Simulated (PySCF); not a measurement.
CH5F2NOSi, SMILES [Si](O)(F)(F)CN.

Geometry optimised at PBE0-D3(BJ)/def2-SVP. The structure was generated by enumeration, and PubChem lists no compound with its InChIKey, so it may never have been made. The values are those of a single conformer.

The numbers are results of r2SCAN/def2-TZVP (PySCF), not measurements.

Gas-phase values at a fixed geometry.

* **total energy**: -660.44485 hartree
* **highest occupied level**: -5.83 eV
* **lowest empty level**: 0.21 eV
* **orbital gap**: 6.04 eV
* **dipole moment**: 1.36 D
* **quadrupole, principal values (traceless, Buckingham form, about the centre of nuclear charge)**: -7.50, -0.56, 8.06 D·Å
* **mean static polarisability**: 45.8 bohr³ (6.78 Å³)
* **polarisability, principal values**: 41.6, 44.9, 50.7 bohr³
